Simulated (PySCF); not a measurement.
Molecule: SMILES [SiH2](N(C)C)N[SiH3] (C₂H₁₂N₂Si₂). Atoms near the plane z = 1.0 Å, at the GFN2-xTB optimised geometry (x, y, z in Å): Si1 (-0.8, 1.1, 1.3), N2 (-0.6, 0.0, 0.0), Si3 (0.1, -1.6, 0.0), H7 (-1.5, 2.2, 0.8), H8 (0.5, 1.5, 1.8), H11 (1.5, -1.6, 0.0), H12 (-0.5, -2.2, 1.2).

Computed with PBE0/def2-SVP (PySCF). Cells within 0.4 Å of a nucleus heavier than hydrogen are left out (blank, or x). The values are rescaled to run from 0 to 1.

```
|44444444444444444444444444444|
|44444444444444444444444444444|
|44444444444444444444444444444|
|44444444444444444444444444444|
|44444444444444444444444444444|
|44444444444444444444444444444|
|44444444444444444444444444444|
|44444444401444444444444444444|
|44444444422344444444444444444|
|44444444444895444444444444444|
|44444444448999444444444444444|
|444444444499x9444444444444444|
|44444444445996444444444444444|
|44444444444444444444444444444|
|44444444444444444444444444444|
|44444444444455444444444444444|
|44444444444444444444444444444|
|44444444444444444444444444444|
|44444444444444444444444444444|
|44444444444444444444444444444|
|44444444444432344444444444444|
|44444444444421344444444444444|
|44444444444444444444444444444|
|44444444444444444444444444444|
|44444444444444444444444444444|
|44444444444444444444444444444|
|44444444444444444444444444444|
|44444444444444444444444444444|
|44444444444444444444444444444|
```
Scale: ten equal steps from 0.000 (start of '0') to 1.00 (end of '9'), in the order '0123456789'; x runs from -4.50 to 4.50, y from -4.50 (bottom) to 4.50 (top).

**Question.** Which quantity is mapped?
A) electrostatic potential
B) an orbital amplitude
C) log10 of the electron density
D) Laplacian of the electron density

**Answer.** D, Laplacian of the electron density. In full: Laplacian of the electron density (e/bohr⁵), clipped to [-1.50, 1.50].
